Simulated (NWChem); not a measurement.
**Basis-set convergence for HBF2O**

SMILES: OB(F)F
```xyz
5

B      0.0122     0.0189     0.0000
F     -1.3238    -0.0827     0.0000
F      0.5532     1.2336     0.0000
O      0.8201    -1.0691     0.0000
H      0.3133    -1.9004     0.0000
```
Charge 0, spin multiplicity 1.

Everything below was run with NWChem. Structure: optimised with PBE/def2-SVP, a minimum by its harmonic frequencies. It is one conformer; others weren't searched.

Quantity: vertical ionisation energy at the level ΔMP2 (Δ: difference of total energies, the cation a doublet at the parent's geometry with its hole in an orbital of symmetry a' (Cs labels); it is the state that the SCF runs reached, from PBE0 orbitals for Hartree-Fock references, and need not be the lowest).

The correlated methods keep 4 core orbitals frozen. The Pople sets run with spherical d functions. The structure started from a generated list of species. The stability of the SCF solutions was not checked. Open-shell Hartree-Fock references start from PBE0 orbitals; any time given for them includes that run.

Relative cost: rough, from shared machines, SCF included, STO-3G = 1.

```
basis        functions  vertical ionisation energy (eV)  relative cost
-----------  ---------  -------------------------------  -------------
STO-3G              21                              [?]              1
3-21G               38                            13.95        under 3
6-311++G**          95                            14.95        under 3
def2-SVPD           97                              [?]        under 3
aug-pcseg-1        101                              [?]              3
```

Complete the blanks.


- STO-3G, vertical ionisation energy (eV): 10.03
- def2-SVPD, vertical ionisation energy (eV): 15.08
- aug-pcseg-1, vertical ionisation energy (eV): 15.09
